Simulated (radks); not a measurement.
Effect of the nuclear size on neutral iron, [Ar] 3d6 4s2. Method: Dirac Kohn-Sham, PBE, spin-unpolarised, spherical densities, finite nucleus; open shells are shared between the two j in proportion to 2j + 1; Fermi nuclear charge, rms radius 3.7377 fm; computed with a radial shooting solver on a logarithmic mesh with Libxc functionals. The rms radius is varied about that value; shifts are against it.

rms radius (fm),total energy shift (eV),density at nucleus (e/bohr^3),1s1/2 shift (meV),2s1/2 shift (meV),2p1/2 shift (meV),3s1/2 shift (meV)
3.3004,-0.0244,1.518e+04,-10.4,-0.933,0.100,-0.130
3.6181,-0.00697,1.512e+04,-2.96,-0.266,0.028,-0.037
3.7377,0,1.51e+04,0.000,0.000,0.000,0.000
3.9358,0.0120,1.507e+04,5.10,0.459,-0.049,0.064
4.2161,0.0301,1.502e+04,12.7,1.15,-0.122,0.160

Slopes of the eigenvalues against <r^2> in GHz/fm^2, as finite differences over the two radii next to the reference (eigenvalue slopes, not the field-shift constants of lines): 1s1/2 811, 2s1/2 73.1, 2p1/2 -7.79, 3s1/2 10.2.
